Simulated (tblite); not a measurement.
Record of a relaxation.

Compound: C₂H₁₀F₃PSi₃.
Bonds: F1–C2, C2–F3, C2–F4, C2–Si5, Si5–C6, C6–Si7, Si7–P8, P8–Si9. Hydrogens: H10, H11 on Si5; H12, H13 on C6; H14, H15 on Si7; H16 on P8; H17, H18, H19 on Si9.

Computed with GFN2-xTB (tblite), gas phase: L-BFGS steps from a force-field or distance-geometry start until the largest atomic force falls under 0.01 eV/Å. 9 of its 193 geometries are shown.

Step 0: E = -850.1579 eV, largest atomic force 2.241 eV/Å
```
atom  x, y, z in Å  |  force x, y, z in eV/Å
F1      4.601    0.718   -0.091   -1.356   0.460  -0.572
C2      3.237    0.785   -0.430    1.553   0.728  -0.246
F3      2.773    1.945    0.129    0.524  -0.678  -1.146
F4      3.200    0.790   -1.813   -0.048   0.637   1.626
Si5     2.467   -0.743    0.330   -0.141  -2.167   0.552
C6      0.713   -1.022   -0.218   -0.642  -1.162  -0.531
Si7    -0.491    0.126    0.643    0.755   0.511   0.985
P8     -2.339    0.120   -0.403   -0.305  -0.512  -1.813
Si9    -4.164    0.393    0.666   -1.605   0.089   0.846
H10     2.595   -0.758    1.790    0.068   0.349  -0.127
H11     3.259   -1.892   -0.171    0.067   0.347  -0.009
H12     0.399   -2.058    0.081    0.445   0.752  -0.321
H13     0.586   -0.992   -1.318    0.137   0.084   0.538
H14     0.084    1.464    0.708    0.062   0.268   0.018
H15    -0.700   -0.308    2.047   -0.098   0.009  -0.347
H16    -2.357    0.078   -1.808    0.036   0.127   1.097
H17    -3.944    0.395    2.131    0.264  -0.048  -0.362
H18    -5.128   -0.705    0.399    0.266   0.216  -0.078
H19    -4.802    1.675    0.352    0.019  -0.010  -0.111
```

Step 24: E = -851.3463 eV, largest atomic force 0.206 eV/Å
```
atom  x, y, z in Å  |  force x, y, z in eV/Å
F1      4.601    0.823   -0.157    0.043   0.004   0.015
C2      3.279    0.721   -0.406    0.063   0.040   0.026
F3      2.726    1.847    0.095   -0.051  -0.004  -0.007
F4      3.154    0.813   -1.746   -0.072  -0.049   0.037
Si5     2.533   -0.905    0.366   -0.029  -0.001  -0.045
C6      0.736   -1.013   -0.186   -0.076  -0.062  -0.044
Si7    -0.569    0.133    0.631    0.010  -0.010   0.067
P8     -2.441   -0.468   -0.451    0.085   0.044  -0.087
Si9    -4.197    0.339    0.671   -0.057   0.008   0.031
H10     2.705   -0.733    1.805    0.030   0.025   0.031
H11     3.394   -1.959   -0.174    0.001   0.015   0.001
H12     0.397   -2.035   -0.017   -0.013  -0.071   0.060
H13     0.673   -0.882   -1.268    0.042   0.093  -0.046
H14    -0.169    1.539    0.539   -0.060  -0.017  -0.039
H15    -0.695   -0.227    2.054   -0.013   0.007  -0.102
H16    -2.373    0.516   -1.427   -0.035  -0.079   0.147
H17    -3.888    0.437    2.104   -0.032  -0.080  -0.117
H18    -5.295   -0.603    0.394    0.151   0.103   0.096
H19    -4.581    1.666    0.195    0.013   0.034  -0.023
```

Step 48: E = -851.3722 eV, largest atomic force 0.071 eV/Å
```
atom  x, y, z in Å  |  force x, y, z in eV/Å
F1      4.530    0.902   -0.158   -0.008   0.007   0.003
C2      3.208    0.730   -0.361    0.007  -0.007   0.010
F3      2.613    1.847    0.113   -0.007  -0.026   0.003
F4      3.032    0.761   -1.700    0.003   0.013   0.024
Si5     2.523   -0.914    0.431    0.031   0.026  -0.054
C6      0.754   -1.038   -0.207    0.013  -0.028  -0.033
Si7    -0.585    0.085    0.574   -0.055  -0.033   0.012
P8     -2.451   -0.525   -0.508    0.021  -0.007   0.042
Si9    -4.113    0.376    0.684    0.023  -0.015   0.023
H10     2.700   -0.738    1.870   -0.023   0.005  -0.019
H11     3.410   -1.940   -0.124    0.003   0.012   0.037
H12     0.413   -2.069   -0.106   -0.009  -0.025   0.036
H13     0.763   -0.841   -1.281   -0.002   0.007  -0.036
H14    -0.262    1.502    0.429    0.028   0.041   0.005
H15    -0.723   -0.250    1.996    0.003   0.001   0.003
H16    -2.373    0.474   -1.453   -0.029   0.009  -0.027
H17    -3.752    0.411    2.101    0.016  -0.032   0.011
H18    -5.264   -0.498    0.468   -0.020  -0.002   0.004
H19    -4.432    1.734    0.256    0.006   0.054  -0.045
```

Step 72: E = -851.3858 eV, largest atomic force 0.044 eV/Å
```
atom  x, y, z in Å  |  force x, y, z in eV/Å
F1      4.441    0.995   -0.097    0.023  -0.003   0.010
C2      3.131    0.771   -0.318    0.019   0.029  -0.014
F3      2.483    1.843    0.189   -0.004   0.028   0.008
F4      2.964    0.842   -1.655   -0.002   0.004  -0.022
Si5     2.493   -0.904    0.433   -0.019  -0.038   0.010
C6      0.760   -1.106   -0.281   -0.004  -0.010  -0.010
Si7    -0.586    0.026    0.481    0.024  -0.034  -0.002
P8     -2.479   -0.608   -0.523   -0.030  -0.005   0.013
Si9    -4.015    0.427    0.727    0.019   0.019  -0.002
H10     2.543   -0.681    1.874    0.014  -0.014   0.026
H11     3.469   -1.898   -0.013    0.006   0.005  -0.011
H12     0.432   -2.138   -0.151    0.018   0.013   0.011
H13     0.795   -0.938   -1.359   -0.018   0.013   0.010
H14    -0.263    1.446    0.331   -0.007  -0.015  -0.006
H15    -0.699   -0.303    1.909    0.003   0.018  -0.007
H16    -2.430    0.340   -1.524   -0.012  -0.013   0.003
H17    -3.607    0.367    2.129    0.007  -0.011   0.014
H18    -5.269   -0.298    0.539   -0.025  -0.006  -0.028
H19    -4.173    1.826    0.333   -0.011   0.021  -0.003
```

Step 96: E = -851.3966 eV, largest atomic force 0.070 eV/Å
```
atom  x, y, z in Å  |  force x, y, z in eV/Å
F1      4.422    1.053   -0.021   -0.041   0.004  -0.013
C2      3.115    0.832   -0.271   -0.027  -0.022   0.010
F3      2.452    1.880    0.265    0.014  -0.004  -0.009
F4      2.967    0.948   -1.608    0.006   0.006   0.027
Si5     2.499   -0.888    0.412    0.010   0.055  -0.005
C6      0.777   -1.159   -0.310   -0.004  -0.001   0.003
Si7    -0.608   -0.050    0.418    0.030   0.063   0.004
P8     -2.562   -0.735   -0.430    0.036  -0.022  -0.033
Si9    -3.997    0.498    0.754    0.008   0.012   0.013
H10     2.535   -0.720    1.863    0.007  -0.011  -0.008
H11     3.529   -1.810   -0.067   -0.009  -0.038  -0.007
H12     0.497   -2.200   -0.150   -0.017  -0.012  -0.002
H13     0.811   -1.021   -1.392   -0.005   0.011  -0.007
H14    -0.315    1.362    0.158   -0.014  -0.021   0.008
H15    -0.665   -0.284    1.866    0.008   0.006   0.024
H16    -2.529    0.087   -1.539   -0.014  -0.021   0.007
H17    -3.667    0.304    2.163    0.001   0.000   0.039
H18    -5.340   -0.011    0.480   -0.001  -0.011  -0.043
H19    -3.933    1.923    0.429    0.012   0.006  -0.008
```

Step 120: E = -851.4159 eV, largest atomic force 0.055 eV/Å
```
atom  x, y, z in Å  |  force x, y, z in eV/Å
F1      4.398    1.089    0.023   -0.015   0.008  -0.031
C2      3.096    0.856   -0.239   -0.019  -0.011   0.018
F3      2.414    1.853    0.366    0.001   0.001  -0.019
F4      2.938    1.052   -1.566    0.007   0.007   0.051
Si5     2.521   -0.912    0.342   -0.002   0.040  -0.027
C6      0.761   -1.126   -0.293   -0.022  -0.006  -0.012
Si7    -0.588    0.007    0.462   -0.010  -0.017  -0.009
P8     -2.532   -0.903   -0.169    0.015  -0.003  -0.002
Si9    -3.977    0.525    0.743   -0.022   0.032   0.007
H10     2.662   -0.867    1.793    0.002  -0.004   0.031
H11     3.489   -1.804   -0.294    0.042  -0.036  -0.002
H12     0.457   -2.159   -0.123    0.000  -0.010  -0.007
H13     0.755   -0.986   -1.376   -0.003  -0.007  -0.009
H14    -0.404    1.391    0.024    0.009   0.024  -0.004
H15    -0.541   -0.066    1.925    0.016  -0.001  -0.001
H16    -2.565   -0.353   -1.435    0.024   0.003   0.017
H17    -3.994    0.226    2.173   -0.014   0.007  -0.011
H18    -5.274    0.253    0.125   -0.007   0.003   0.010
H19    -3.624    1.933    0.541   -0.002  -0.027   0.000
```

Step 144: E = -851.4192 eV, largest atomic force 0.018 eV/Å
```
atom  x, y, z in Å  |  force x, y, z in eV/Å
F1      4.370    1.112    0.006   -0.003   0.001  -0.009
C2      3.067    0.860   -0.226   -0.003  -0.004   0.005
F3      2.383    1.837    0.411    0.006   0.000   0.007
F4      2.874    1.079   -1.544    0.000   0.002   0.008
Si5     2.527   -0.926    0.328    0.007   0.003  -0.002
C6      0.768   -1.139   -0.312   -0.001   0.001   0.003
Si7    -0.559    0.010    0.461   -0.006   0.009   0.005
P8     -2.520   -0.915   -0.093    0.007   0.003   0.005
Si9    -3.985    0.544    0.739   -0.009  -0.003  -0.004
H10     2.658   -0.904    1.783    0.003   0.003  -0.001
H11     3.516   -1.799   -0.306    0.003  -0.001  -0.002
H12     0.456   -2.170   -0.144    0.003  -0.006  -0.006
H13     0.761   -0.994   -1.395   -0.008  -0.004  -0.001
H14    -0.386    1.387   -0.007   -0.007  -0.016   0.002
H15    -0.454   -0.036    1.924   -0.010   0.001  -0.009
H16    -2.546   -0.423   -1.383    0.000   0.002  -0.003
H17    -4.092    0.244    2.165    0.001   0.006   0.005
H18    -5.257    0.299    0.059    0.013  -0.001   0.002
H19    -3.591    1.942    0.556    0.002   0.003  -0.003
```

Step 168: E = -851.4217 eV, largest atomic force 0.038 eV/Å
```
atom  x, y, z in Å  |  force x, y, z in eV/Å
F1      4.333    1.129   -0.071   -0.002   0.025  -0.018
C2      3.013    0.884   -0.186   -0.003  -0.009   0.013
F3      2.395    1.814    0.575    0.004   0.006   0.016
F4      2.686    1.181   -1.462    0.018   0.006  -0.002
Si5     2.536   -0.935    0.311   -0.028  -0.024  -0.003
C6      0.775   -1.169   -0.320   -0.004  -0.003   0.007
Si7    -0.548   -0.013    0.451    0.008  -0.029  -0.021
P8     -2.520   -0.949   -0.033    0.023  -0.021  -0.021
Si9    -3.951    0.581    0.725   -0.023   0.008   0.008
H10     2.669   -0.963    1.765    0.013   0.010  -0.002
H11     3.549   -1.757   -0.354   -0.007  -0.001  -0.008
H12     0.475   -2.201   -0.141   -0.009   0.002  -0.016
H13     0.756   -1.028   -1.403    0.013  -0.024   0.013
H14    -0.387    1.343   -0.074   -0.003   0.019   0.018
H15    -0.426   -0.024    1.911    0.007   0.021   0.018
H16    -2.551   -0.530   -1.349   -0.004  -0.005   0.009
H17    -4.109    0.331    2.156    0.006   0.002  -0.016
H18    -5.207    0.359    0.011   -0.008   0.005   0.007
H19    -3.498    1.957    0.512   -0.003   0.012  -0.003
```

Step 192: E = -851.4257 eV, largest atomic force 0.010 eV/Å
```
atom  x, y, z in Å  |  force x, y, z in eV/Å
F1      4.290    1.144   -0.230    0.003   0.008   0.006
C2      2.968    0.900   -0.140   -0.004  -0.003   0.004
F3      2.495    1.755    0.794   -0.003   0.001   0.003
F4      2.436    1.310   -1.312    0.001  -0.004  -0.008
Si5     2.553   -0.956    0.280    0.000   0.004  -0.003
C6      0.775   -1.199   -0.295   -0.001  -0.001   0.000
Si7    -0.528   -0.018    0.471   -0.006   0.001  -0.003
P8     -2.503   -0.956    0.001   -0.004  -0.003  -0.002
Si9    -3.942    0.611    0.667    0.002  -0.001  -0.001
H10     2.753   -1.039    1.724    0.003  -0.004  -0.003
H11     3.548   -1.726   -0.467    0.002   0.002  -0.004
H12     0.474   -2.226   -0.087   -0.004  -0.002   0.001
H13     0.732   -1.087   -1.381    0.005  -0.006  -0.002
H14    -0.360    1.335   -0.062    0.003   0.000   0.002
H15    -0.396   -0.004    1.931    0.000   0.000   0.007
H16    -2.514   -0.599   -1.332    0.002   0.001   0.002
H17    -4.064    0.466    2.116    0.002   0.004   0.006
H18    -5.213    0.324    0.004    0.000  -0.003  -0.002
H19    -3.515    1.973    0.340    0.001   0.006  -0.002
```

**Question.** Summarise the path.

**Answer.** The energy falls by 29.24 kcal/mol from step 0 to step 192; nine tenths of that is first reached at step 20. It falls at every step. The largest force goes from 2.241 to 0.010 eV/Å. Among the bonds Si7–P8 changes most, from 2.124 to 2.236 Å; the atoms move by 0.681 Å rms after alignment.

What follows is the cost of the whole relaxation. On Intel Xeon 6975P-C, one thread, shared host with 192 logical CPUs at a one-minute load of 69, this took 2.1 s of wall time.
